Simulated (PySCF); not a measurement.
Vertical excitations of a molecule C₃H₆BFO₂ from TDA-M06-2X/def2-SVPD (PySCF), as energy in eV (oscillator strength): 6.30 (0.244), 6.33 (0.022), 7.04 (0.026), 7.30 (0.003), 7.40 (0.004), 7.75 (0.013), 8.24 (0.000), 8.33 (0.046), 8.57 (0.015), 8.79 (0.282). Lowest triplet (TDA): 3.95 eV. Geometry: ωB97X-D3(BJ)/def2-SVP. One conformer was computed; it need not be the lowest.

Q: Identify the compound among the candidates.
A) OB1C[C@H](O)[C@H]1F
B) C[C@H]1OCOB1F
C) C=C(OC)B(O)F
D) C=C(F)B(O)OC

A: C, C=C(OC)B(O)F
